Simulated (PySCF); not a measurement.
CH₄ClF₃Si₂, SMILES C(F)(F)(F)[SiH2][SiH2]Cl, GFN2-xTB optimised geometry. Atoms within 1.6 Å of the plane z = 0.8 Å (x, y, z in Å): C2 (1.11, 0.03, 0.00), F3 (2.45, 0.03, 0.00), F4 (0.73, 1.32, 0.00), Si5 (0.33, -0.97, 1.48), Si6 (-1.97, -0.79, 1.17), H9 (0.97, -2.28, 1.33), H10 (-2.41, -1.32, -0.12), H11 (-2.45, 0.59, 1.28).

Level of theory: PySCF with B3LYP/def2-TZVP. Cells within 0.4 Å of a nucleus heavier than hydrogen are left out (blank, or x).

Map of the deformation density (molecule minus spherical neutral atoms) (e/bohr³) on the plane z = 0.8 Å:

```
|2222222222222222222222222|
|2222222222222222222222222|
|2222222222222222222222222|
|2222222222222222222222222|
|2222222222222222222222222|
|2222222222222222222222222|
|2222222222222222222222222|
|2222222222222222222222222|
|2222222222222222222222222|
|2222111222222221112222222|
|2222223221111110012222222|
|2222246311111110012222222|
|2211245201111465112222222|
|2211112002322597212222222|
|2211012x13432364111222222|
|2211123223430022111222222|
|2211122112320122111222222|
|2221111111211243212222222|
|2222111111112233222222222|
|2222211111112221122222222|
|2222222222222211122222222|
|2222222222222222222222222|
|2222222222222222222222222|
|2222222222222222222222222|
|2222222222222222222222222|
```
Scale: ten equal steps from -0.016 (start of '0') to 0.054 (end of '9'), in the order '0123456789'; x runs from -4.50 to 4.50, y from -4.50 (bottom) to 4.50 (top).
